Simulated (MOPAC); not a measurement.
MOPAC input (PM3):

```
PM3 FORCE THERMO(298,298) PRECISE LET UHF MS=0.5 GEO-OK AUX(PRECISION=9) THREADS=1
NO2

N    -0.00006201 1    0.02598105 1   -0.29595972 1
O     1.10112613 1   -0.02257873 1    0.12755225 1
O    -1.10107975 1   -0.00002822 1    0.12997580 1
```

Output:

```
 *******************************************************************************
 **                                                                           **
 **                              MOPAC v23.2.5                                **
 **                                                                           **
 *******************************************************************************
 ** MOPAC's Digital Object Identifier: https://doi.org/10.5281/zenodo.6511958 **
 **                                                                           **
 ** Please cite the open-source release paper for use of this MOPAC version:  **
 ** J. E. Moussa and J. J. P. Stewart (2026)                                  **
 ** MOPAC: An open-source semiempirical molecular orbital program             **
 ** J. Open Source Softw., 11(119), 8025, https://doi.org/10.21105/joss.08025 **
 *******************************************************************************

                              PM3 CALCULATION RESULTS

 *******************************************************************************
 *  PM3        - The PM3 Hamiltonian to be used
 *  GEO-OK     - OVERRIDE INTERATOMIC DISTANCE AND OTHER SAFETY CHECKS
 *  UHF        - UNRESTRICTED HARTREE-FOCK CALCULATION
 *  MS=        - IN MECI, MAGNETIC COMPONENT OF SPIN =  0.5
 *  LET        - OVERRIDE SOME SAFETY CHECKS
 *  PRECISE    - TIGHTER CRITERIA TO BE USED
 *  FORCE      - FORCE CALCULATION SPECIFIED
 *  AUX        - OUTPUT AUXILIARY INFORMATION
 *  THERMO     - THERMODYNAMIC QUANTITIES TO BE CALCULATED
 *******************************************************************************
PM3 FORCE THERMO(298,298) PRECISE LET UHF MS=0.5 GEO-OK AUX(PRECISION=9) THREADS=1
 NO2

   ATOM   CHEMICAL          X               Y               Z
  NUMBER   SYMBOL      (ANGSTROMS)     (ANGSTROMS)     (ANGSTROMS)

     1       N         -0.00006201  *   0.02598105  *  -0.29595972  *
     2       O          1.10112613  *  -0.02257873  *   0.12755225  *
     3       O         -1.10107975  *  -0.00002822  *   0.12997580  *

          CARTESIAN COORDINATES

    NO.       ATOM           X           Y           Z

     1         N         -0.0001      0.0260     -0.2960
     2         O          1.1011     -0.0226      0.1276
     3         O         -1.1011     -0.0000      0.1300

  N: (PM3): J. J. P. STEWART, J. COMP. CHEM. 10, 209 (1989).
  O: (PM3): J. J. P. STEWART, J. COMP. CHEM. 10, 209 (1989).

           Empirical Formula: N O2  =     3 atoms

      MOLECULAR POINT GROUP   :   C2v

          UHF CALCULATION, NO. OF ALPHA ELECTRONS =    9
                           NO. OF BETA  ELECTRONS =    8

          HEAT OF FORMATION =      -1.892255 KCALS/MOLE

          CARTESIAN COORDINATE DERIVATIVES

   NUMBER  ATOM         X            Y            Z

     1       N      0.000887    -0.001819     0.000000
     2       O      0.001196    -0.000034     0.000000
     3       O     -0.002083     0.001853     0.000000

 DIPOLE           X         Y         Z       TOTAL
 POINT-CHG.    -0.607    -1.567     0.000     1.680
 HYBRID         0.181     0.467    -0.000     0.501
 SUM           -0.426    -1.099     0.000     1.179

          GRADIENT NORM =   0.00365

          MOLECULAR WEIGHT =   46.01

          ROTATIONAL CONSTANTS IN CM(-1)

          A =    9.51896372   B =    0.43447110   C =    0.41550628

           PRINCIPAL MOMENTS OF INERTIA IN UNITS OF 10**(-40)*GRAM-CM**2

          A =        2.9407   B =       64.4295   C =       67.3702

          ORIENTATION OF MOLECULE IN FORCE CALCULATION

    NO.       ATOM         X         Y         Z

     1          N      -0.1071   -0.2765    0.0000
     2          O       1.0737   -0.2765    0.0000
     3          O      -0.9800    0.5186   -0.0000

    FIRST DERIVATIVES WILL BE USED IN THE CALCULATION OF SECOND DERIVATIVES

    FOR POINT-GROUP C2v  THERE ARE   4 UNIQUE SYMMETRY FUNCTIONS.


(To convert to Hartree/Bohr^2, multiply by (10^(-21) x N x a0^2)/(4.184 x 627.51) =  0.0642)

           FORCE MATRIX IN MILLIDYNES/ANGSTROM

                  N  1       O  2       O  3
 ------------------------------------------
     N    1  25.288859
     O    2  14.667454  16.696173
     O    3  14.667636   2.718285  16.696173

          HEAT OF FORMATION =      -1.892255 KCALS/MOLE

          ZERO POINT ENERGY       6.154 KCAL/MOL

           NORMAL COORDINATE ANALYSIS (Total motion = 1 Angstrom)

   Root No.       1         2         3

                 1 A1      2 A1      1 B2

                 570.0    1624.3    2110.1

           1    0.1472   -0.1081    0.4810
           2    0.3802   -0.2791   -0.1862
           3   -0.0000    0.0000    0.0000
           4    0.1560    0.3503   -0.2421
           5   -0.2518    0.0049    0.0000
           6    0.0000   -0.0000    0.0000
           7   -0.2849   -0.2557   -0.1790
           8   -0.0811    0.2395    0.1630
           9    0.0000   -0.0000   -0.0000

           MASS-WEIGHTED COORDINATE ANALYSIS (NORMAL COORDINATES)

   Root No.       1         2         3

                 1 A1      2 A1      1 B2

                 570.0    1624.3    2110.1

           1    0.2431   -0.1777    0.7606
           2    0.6279   -0.4589   -0.2945
           3   -0.0000    0.0000    0.0000
           4    0.2754    0.6155   -0.4092
           5   -0.4444    0.0086    0.0000
           6    0.0000   -0.0000    0.0000
           7   -0.5028   -0.4492   -0.3025
           8   -0.1431    0.4208    0.2755
           9    0.0000   -0.0000   -0.0000

          DESCRIPTION OF VIBRATIONS

 VIBRATION          1    1A1         ATOM PAIR     ENERGY CONTRIBUTION    RADIAL
 FREQUENCY           570.02         N 1 -- O 2         +50.0% ( 96.2%)      0.1%
 TRANSITION DIPOLE   2.0955         N 1 -- O 3         +50.0% ( 96.2%)      0.1%
 TRAVEL (Ang.)       0.1498
 REDUCED MASS        5.2693
 EFFECTIVE MASS     15.1386
 FORCE CONSTANT      1.0088

 VIBRATION          2    2A1         ATOM PAIR     ENERGY CONTRIBUTION    RADIAL
 FREQUENCY          1624.32         N 1 -- O 2         +50.0% ( 70.4%)     74.2%
 TRANSITION DIPOLE   1.0354         N 1 -- O 3         +50.0% ( 70.4%)     74.2%
 TRAVEL (Ang.)       0.0876
 REDUCED MASS        5.4157
 EFFECTIVE MASS     15.5056
 FORCE CONSTANT      8.4188

 VIBRATION          3    1B2         ATOM PAIR     ENERGY CONTRIBUTION    RADIAL
 FREQUENCY          2110.14         N 1 -- O 3         +50.0% ( 85.5%)     94.0%
 TRANSITION DIPOLE   9.5248         N 1 -- O 2         +50.0% ( 85.5%)     94.0%
 TRAVEL (Ang.)       0.0671
 REDUCED MASS        7.0943
 EFFECTIVE MASS     14.6592
 FORCE CONSTANT     18.6115

      SYMMETRY NUMBER FOR POINT-GROUP C2v =  2

          SYSTEM IS A GROUND STATE

 NO2

          MOLECULE IS NOT LINEAR

          THERE ARE  3 GENUINE VIBRATIONS IN THIS SYSTEM
          THIS THERMODYNAMICS CALCULATION IS LIMITED TO
          MOLECULES WHICH HAVE NO INTERNAL ROTATIONS

                    CALCULATED THERMODYNAMIC PROPERTIES
                                          *
   TEMP. (K)   PARTITION FUNCTION   H.O.F.    ENTHALPY  HEAT CAPACITY ENTROPY
                                   KCAL/MOL   CAL/MOLE    CAL/K/MOL  CAL/K/MOL

 298.00  VIB.     0.1069D+01                   113.1014     1.1513     0.5114
         ROT.     0.2015D+04                   888.2803     2.9808    18.1004
         INT.     0.2153D+04                  1001.3817     4.1321    18.6118
         TRA.     0.3017D+27                  1480.4672     4.9680    37.4014
         TOT.                       -1.892    2481.8488     9.1001    56.0132

   *: NOTE: HEATS OF FORMATION ARE RELATIVE TO THE
            ELEMENTS IN THEIR STANDARD STATE AT 298K
              (=  Standard Enthalpy of Formation).

            Hvib:  Zero-point energy is not included.
                   frequencies of less than zero cm-1 are not included.
            Hrot = (3/2)RT
            Htra = (3/2)RT + pV = (5/2)RT

            Heat capacity is Cp, not Cv

          For more information, see: HTTP://OpenMOPAC.net/Manual/thermochemistry.html

           FORCE CONSTANT IN CARTESIAN COORDINATES (Millidynes/A)

    ATOM   CHEMICAL       X               Y               Z
   NUMBER   SYMBOL  FORCE CONSTANT  FORCE CONSTANT  FORCE CONSTANT

      1       N       22.101613        8.829246        0.001839
      2       O       16.681972        0.606937       -0.001191
      3       O        9.633491        7.655418       -0.001191

 **********************
 *                    *
 * JOB ENDED NORMALLY *
 *                    *
 **********************

 == MOPAC DONE ==
```
